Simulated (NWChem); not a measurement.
System: C$_{3}$H$_{3}$Cl; SMILES C=C=CCl

Output (shortened):

```
             Northwest Computational Chemistry Package (NWChem) 7.3.0
             --------------------------------------------------------

 CS  symmetry detected

                             Geometry "geometry" -> ""
                             -------------------------

 Output coordinates in angstroms (scale by  1.889725989 to convert to a.u.)

  No.       Tag          Charge          X              Y              Z
 ---- ---------------- ---------- -------------- -------------- --------------
    1 C                    6.0000     0.35151619     2.33176515     0.00000000
    2 C                    6.0000    -0.16844786     1.13266427     0.00000000
    3 C                    6.0000    -0.70691713    -0.05904803     0.00000000
    4 Cl                  17.0000     0.22211694    -1.52483083     0.00000000
    5 H                    1.0000     0.57802901     2.85378490    -0.93659500
    6 H                    1.0000     0.57802901     2.85378490     0.93659500
    7 H                    1.0000    -1.78895322    -0.21773405     0.00000000

 Effective nuclear repulsion energy (a.u.)     126.0180037362

      Symmetry information
      --------------------

 Group name             Cs
 Group number              2
 Group order               2
 No. of unique centers     6

  pbe96 is a nonlocal functional; adding pw91lda local functional.

                                 NWChem DFT Module
                                 -----------------

 Summary of "ao basis" -> "ao basis" (spherical)
 ------------------------------------------------------------------------------
       Tag                 Description            Shells   Functions and Types
 ---------------- ------------------------------  ------  ---------------------
 C                           6-31g*                  6       14   3s2p1d
 Cl                          6-31g*                  8       18   4s3p1d
 H                           6-31g*                  2        2   2s

      Symmetry analysis of basis
      --------------------------

        a'         47
        a"         19

            General Information
            -------------------
          SCF calculation type: DFT
          Wavefunction type:  closed shell.
          No. of atoms     :     7
          No. of electrons :    38
           Alpha electrons :    19
            Beta electrons :    19
          Charge           :     0
          Spin multiplicity:     1
          Use of symmetry is: on ; symmetry adaption is: on
          Maximum number of iterations: 150
          AO basis - number of functions:    66
                     number of shells:    32
          Convergence on energy requested:  1.00D-06
          Convergence on density requested:  1.00D-05
          Convergence on gradient requested:  5.00D-04

              XC Information
              --------------
          PerdewBurkeErnzerhof Exchange Functional  1.000
            Perdew 1991 LDA Correlation Functional  1.000 local
           PerdewBurkeErnz. Correlation Functional  1.000 non-local

             Grid Information
             ----------------
          Grid used for XC integration:  medium
          Radial quadrature: Mura-Knowles
          Angular quadrature: Lebedev.
          Tag              B.-S. Rad. Rad. Pts. Rad. Cut. Ang. Pts.
          ---              ---------- --------- --------- ---------
          C                   0.70       49          10.0       434
          Cl                  1.00       88          11.0       590
          H                   0.35       45          11.0       434
          Grid pruning is: on
          Number of quadrature shells:   325
          Spatial weights used:  Erf1

      Superposition of Atomic Density Guess
      -------------------------------------

 Sum of atomic energies:        -573.92604278

      Non-variational initial energy
      ------------------------------

 Total energy =    -575.817535
 1-e energy   =   -1037.998920
 2-e energy   =     336.163381
 HOMO         =      -0.256851
 LUMO         =      -0.002118

      Symmetry analysis of molecular orbitals - initial
      -------------------------------------------------

  Numbering of irreducible representations:

     1 a'          2 a"

  Orbital symmetries:

     1 a'          2 a'          3 a'          4 a'          5 a'
     6 a'          7 a'          8 a"          9 a'         10 a'
    11 a'         12 a'         13 a'         14 a"         15 a'
    16 a"         17 a'         18 a'         19 a"         20 a'
    21 a"         22 a'         23 a'         24 a'         25 a"
    26 a'         27 a'         28 a'         29 a'

     ---------------------------------------------
      Total Density - Mulliken Population Analysis
     ---------------------------------------------

    Atom       Charge   Shell Charges
 -----------   ------   -------------------------------------------------------
    1 C    6     6.56   2.00  0.73  1.95  0.64  1.21  0.03
    2 C    6     5.80   2.00  0.75  1.86  0.47  0.68  0.03
    3 C    6     6.26   2.00  0.69  1.75  0.62  1.15  0.04
    4 Cl  17    17.13   2.00  2.00  5.98  1.38  3.61  0.53  1.60  0.02
    5 H    1     0.76   0.45  0.30
    6 H    1     0.76   0.45  0.30
    7 H    1     0.75   0.45  0.29

   convergence    iter        energy       DeltaE   RMS-Dens  Diis-err
 ---------------- ----- ----------------- --------- --------- ---------
 d= 0,ls=0.0,diis     1   -575.8360398734 -7.02D+02  2.11D-02  4.60D-01
 d= 0,ls=0.0,diis     2   -575.8048086679  3.12D-02  1.56D-02  6.13D-01
 d= 0,ls=0.0,diis     3   -575.8603110652 -5.55D-02  6.08D-03  1.72D-01
 d= 0,ls=0.0,diis     4   -575.8797235166 -1.94D-02  2.73D-03  3.14D-02
 d= 0,ls=0.0,diis     5   -575.8849969305 -5.27D-03  4.31D-04  7.82D-04
  Resetting Diis
 d= 0,ls=0.0,diis     6   -575.8850744924 -7.76D-05  2.48D-04  2.35D-04
 d= 0,ls=0.0,diis     7   -575.8851038920 -2.94D-05  2.03D-04  3.02D-05
 d= 0,ls=0.0,diis     8   -575.8850835959  2.03D-05  1.45D-04  1.81D-04
 d= 0,ls=0.0,diis     9   -575.8851078212 -2.42D-05  1.77D-05  1.25D-06
 d= 0,ls=0.0,diis    10   -575.8851079955 -1.74D-07  3.14D-06  4.59D-08

         Total DFT energy =     -575.885107995519
      One electron energy =    -1040.594224103905
           Coulomb energy =      383.927504947956
    Exchange-Corr. energy =      -45.236392575801
 Nuclear repulsion energy =      126.018003736230

 Numeric. integr. density =       38.000002732326

                  Occupations of the irreducible representations
                  ----------------------------------------------

                     irrep           alpha         beta
                     --------     --------     --------
                     a'               15.0         15.0
                     a"                4.0          4.0

                       DFT Final Molecular Orbital Analysis
                       ------------------------------------

 Vector   17  Occ=2.000000D+00  E=-2.706188D-01  Symmetry=a'
              MO Center=  8.6D-02, -1.3D+00, -1.7D-15, r^2= 1.7D+00
   Bfn.  Coefficient  Atom+Function         Bfn.  Coefficient  Atom+Function
  ----- ------------  ---------------      ----- ------------  ---------------
    49      0.626463  4 Cl px                50      0.331910  4 Cl py
    53      0.330616  4 Cl px                45     -0.244507  4 Cl px
    54      0.186822  4 Cl py                66      0.155130  7 H  s
    20     -0.145291  2 C  s                 46     -0.129760  4 Cl py
    65      0.122838  7 H  s                 31     -0.117889  3 C  px

 Vector   18  Occ=2.000000D+00  E=-2.522159D-01  Symmetry=a'
              MO Center=  7.6D-02,  1.5D+00, -5.7D-14, r^2= 2.3D+00
   Bfn.  Coefficient  Atom+Function         Bfn.  Coefficient  Atom+Function
  ----- ------------  ---------------      ----- ------------  ---------------
     3      0.381339  1 C  px                17      0.349880  2 C  px
     7      0.260449  1 C  px                50     -0.235595  4 Cl py
    21      0.177338  2 C  px                 4     -0.165062  1 C  py
    18     -0.155306  2 C  py                22     -0.153104  2 C  py
     8     -0.130158  1 C  py                54     -0.112753  4 Cl py

 Vector   19  Occ=2.000000D+00  E=-2.188874D-01  Symmetry=a"
              MO Center= -1.3D-01,  4.5D-02,  2.9D-14, r^2= 3.1D+00
   Bfn.  Coefficient  Atom+Function         Bfn.  Coefficient  Atom+Function
  ----- ------------  ---------------      ----- ------------  ---------------
    51      0.452850  4 Cl pz                19     -0.353074  2 C  pz
    33     -0.334015  3 C  pz                55      0.275143  4 Cl pz
    37     -0.234426  3 C  pz                23     -0.225245  2 C  pz
    47     -0.174502  4 Cl pz                62     -0.133113  5 H  s
    64      0.133113  6 H  s                 61     -0.098318  5 H  s

 Vector   20  Occ=0.000000D+00  E=-5.407325D-02  Symmetry=a'
              MO Center=  2.2D-02,  8.8D-01, -1.4D-14, r^2= 3.7D+00
   Bfn.  Coefficient  Atom+Function         Bfn.  Coefficient  Atom+Function
  ----- ------------  ---------------      ----- ------------  ---------------
     7      0.461130  1 C  px                54      0.385805  4 Cl py
     3      0.364070  1 C  px                17     -0.345211  2 C  px
    36      0.331202  3 C  py                50      0.318848  4 Cl py
    22      0.284375  2 C  py                52      0.283094  4 Cl s
    21     -0.272884  2 C  px                34     -0.216493  3 C  s

[...]
```

Level: PBE/6-31G* (spherical d). Geometry: optimised at PBE0/def2-SVP.

Question: Reconstruct the input file.

Answer: This is not unique; one that fits is the input that was run:
```
start job
memory heap 200 mb stack 900 mb global 1100 mb
geometry units angstroms noautoz
  C      0.367344     2.310989     0.000000
  C     -0.162755     1.116334     0.000000
  C     -0.711296    -0.070776     0.000000
  Cl     0.205293    -1.544373     0.000000
  H      0.598269     2.831072    -0.936595
  H      0.598269     2.831072     0.936595
  H     -1.794637    -0.220294     0.000000
end
basis spherical
  * library 6-31g*
end
dft
  xc xpbe96 cpbe96
  iterations 150
  mulliken
end
task dft energy
```
